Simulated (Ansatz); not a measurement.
Total energies of V(NH2)3 (VN₃H₆) from Ansatz at PBE0-D4/def2-TZVP, gas phase (1 Eh = 27.2114 eV = 2625.5 kJ/mol). The reference geometry is relaxed at PBE-D4/def2-SVP.

| state | geometry | energy (Eh) |
| --- | --- | --- |
| charge 0 triplet | reference | -1111.59332 |
| charge 1 doublet | reference | -1111.32676 |
| charge 1 doublet | relaxed at PBE-D4/def2-SVP | -1111.34315 |

Other spin states of the ions weren't run at this level and may lie lower.

(1) Work out the vertical ionisation energy to the doublet.

(2) How much does the charge 1 doublet relax, and what is the adiabatic ionisation energy?

(1) E(charge 1 doublet) − E(charge 0 triplet) = -1111.32676 − (-1111.59332) = 0.26656 Eh = 7.25 eV. For comparison, −ε of the highest occupied level of the spin that leaves is 5.59 eV at this level, 1.66 eV less.

(2) Relaxation: -1111.32676 − (-1111.34315) = 0.01639 Eh = 0.45 eV. Adiabatic ionisation energy: 0.25017 Eh = 6.81 eV, without zero-point energy. 

At PBE0-D4/def2-TZVP the charge 1 doublet is spin-contaminated (final ⟨S²⟩ up to 0.85, 0.75 for a pure state).  The singlet lies 1.10 eV above the triplet at this level but is left out (at the level of its geometry, restricted singlet, unstable towards broken spin symmetry at other levels and untested here). With broken spin symmetry it lies 0.32 eV lower (⟨S²⟩ 0.83).
